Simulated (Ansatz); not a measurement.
Start from `O[SiH2]O[SiH](F)F` and change one atom or group to get `F[SiH](F)O[SiH2]S`.

Ansatz, PBE0-D4/def2-TZVP geometries, multiplicity 1. Each molecule was computed in one conformer, which needn't be the lowest.

```
                                        property  `O[SiH2]O[SiH](F)F`
size of the dipole moment (B3LYP/def2-TZVPP) / D                 2.46
            HOMO–LUMO gap (PBE0/def2-TZVPP) / eV                 9.52
              HOMO energy (PBE0/def2-TZVPP) / eV                -9.23
               HOMO energy (PBE/def2-TZVPP) / eV                -7.75
           HOMO–LUMO gap (B3LYP/def2-TZVPP) / eV                 9.00
              LUMO energy (PBE0/def2-TZVPP) / eV                 0.30
```

Question: What does the change do to each property? (Estimate.)

Answer: Computed: 
```csv
property,`F[SiH](F)O[SiH2]S`,shift
size of the dipole moment (B3LYP/def2-TZVPP) / D,1.17,-1.29
HOMO–LUMO gap (PBE0/def2-TZVPP) / eV,8.03,-1.49
HOMO energy (PBE0/def2-TZVPP) / eV,-7.97,1.26
HOMO energy (PBE/def2-TZVPP) / eV,-6.73,1.02
HOMO–LUMO gap (B3LYP/def2-TZVPP) / eV,7.47,-1.53
LUMO energy (PBE0/def2-TZVPP) / eV,0.05,-0.25
```

With PBE0 the HOMO rises by 1.26 eV and the LUMO falls by 0.25 eV, so the gap narrows by about 1.51 eV. PBE moves the HOMO by 1.02 eV and ωB97M-V by 1.34 eV. Dipoles are sizes alone; their direction can turn.

B3LYP here is the variant with VWN-RPA as its local correlation; programs differ in this.
